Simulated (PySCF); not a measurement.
**C₆ coefficients of unlike pairs at PBE**

Calculated with PySCF 2.14 from the dipole response of each species, C₆(A,B) = (3/π) ∫ α_A(iu) α_B(iu) du, in atomic units, from isotropic polarisabilities. For ions this is the dispersion term alone; charge-induced terms of lower order in 1/R come first.

```csv
species,configuration,basis,relativity,α (bohr³),C₆ (like pair)
N²⁺,[He] 2s2 2p1 (2P),aug-cc-pwCVTZ (7s6p4d2f),none,2.586,3.674
Hf,[Xe] 4f14 5d2 6s2 (3F),aug-cc-pwCVDZ-PP with ECP60MDF (6s6p5d3f),core potential,100.4,1329
Sb⁺,[Kr] 4d10 5s2 5p2 (3P),def2-TZVPPD with the def2 core potential (28 electrons) (7s5p4d2f),core potential,25.45,209.4
Kr,[Kr] (1S),"x2c-TZVPPall with one added diffuse shell each of s, p, d type (7s6p5d1f)",spin-free X2C,17.91,140.0
```

(1) Estimate C₆ for Kr with N²⁺.

No spin-orbit coupling is included.

The other pairs:

```
    pair     C₆
 Hf, N²⁺  58.47
 Sb⁺, Hf  491.3
  Kr, Hf  381.6
 Kr, Sb⁺  169.8
Sb⁺, N²⁺  26.98
```

Results:

(1) The integral gives 22.47. The combination rule 2 C_A C_B / (C_A α_B/α_A + C_B α_A/α_B) gives 22.53 and the geometric mean 22.68.
